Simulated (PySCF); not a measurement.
Vertical excitation energies

Compound: C₄H₈F₂SSi.
InChI=1S/C4H8F2SSi/c1-4(6,8)3(7)2-5/h2H2,1,8H3/t4-/m1/s1

Method: PySCF 2.14.0, density-fitted response routines, TDDFT CAM-B3LYP/def2-SVPD, vertical, gas phase, core orbitals frozen in the response. The structure is a single GFN2-xTB conformer in the gas phase; no vibrational or solvent corrections. Torsions of this conformer, `[CH3:1][C@@:2]([F:3])([SiH3:4])[C:5](=[S:6])[CH2:7][F:8]`: C1–C2–C5–S6 -37°, C2–C5–C7–F8 49°.

```
state  E (eV)  E (kJ/mol)  λ (nm)       f  main configurations (H = HOMO, L = LUMO)
   S1    2.44         236   507.9  0.0006                                 H→L (98%)
   S2    4.90         473   252.9   0.216                               H-1→L (94%)
   S3    5.85         565   211.9   0.045                               H-2→L (83%)
   S4    6.41         618   193.5   0.010                  H-5→L (44%), H-3→L (35%)
   S5    6.44         622   192.4   0.054                               H→L+1 (77%)
   S6    6.69         645   185.4  0.0098                  H→L+3 (72%), H→L+2 (11%)
   S7    6.82         658   181.8   0.014     H-3→L (34%), H-4→L (24%), H-2→L (11%)
   S8    7.18         693   172.7  0.0032     H-4→L (32%), H→L+4 (20%), H→L+5 (14%)
```

Triplets (Tamm–Dancoff): T1 1.99 eV, H→L (98%); T2 2.98 eV, H-1→L (83%), H-2→L (10%); T3 4.95 eV, H-2→L (79%), H-1→L (12%).

The lowest singlet comes at 508 nm (236 kJ/mol) in the visible; it is very weak; its leading configuration is HOMO→LUMO (98%). The strongest level in the table is S2 at 4.90 eV (253 nm, f = 0.216). S1 has the pattern of n→π* at C=S. The listed states span 4.74 eV, and the widest gap between neighbours is 2.46 eV (S1 to S2). Of the 8 states listed, 4 reach f = 0.01 and none stays under 0.0005. The oscillator strengths of these states sum to 0.352; summed over the whole spectrum of an exact calculation they would give the number of electrons, 80 (Thomas–Reiche–Kuhn). S1 lies in the visible range (380 to 750 nm), at 508 nm, f = 0.0006; light of that wavelength is green, and its complementary colour is purple; a Tamm–Dancoff triplet lies at 624 nm, without intensity as long as spin–orbit coupling is left out. The window holds the lowest 8 singlets.
